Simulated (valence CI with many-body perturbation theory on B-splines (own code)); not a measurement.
## Which ion has this spectrum?

A relativistic CI+MBPT calculation for an atom or ion with 21 electrons gives these levels (eV):

| J | Parity | E | g |
| --- | --- | --- | --- |
| 3/2 | even | 0.00 | 0.73 |
| 5/2 | even | 91.70 | 1.05 |
| 3/2 | even | 98.39 | 1.16 |
| 9/2 | even | 102.15 | 1.02 |
| 7/2 | even | 102.70 | 1.03 |
| 1/2 | even | 104.28 | 1.78 |
| 5/2 | even | 130.47 | 1.22 |
| 7/2 | even | 192.63 | 1.12 |
| 9/2 | even | 197.72 | 1.13 |
| 3/2 | even | 203.60 | 1.10 |
| 1/2 | even | 206.82 | 1.53 |
| 11/2 | even | 207.79 | 1.08 |
| 5/2 | even | 208.06 | 1.30 |
| 7/2 | even | 218.21 | 1.08 |

The energies are calculated, and their last digits are not significant.

(1) Which is it?
A. Tl60+
B. Os55+
C. Ir56+
D. Au58+

Results:

(1) D. Au58+, ground level (3d3/2^3) J=3/2.
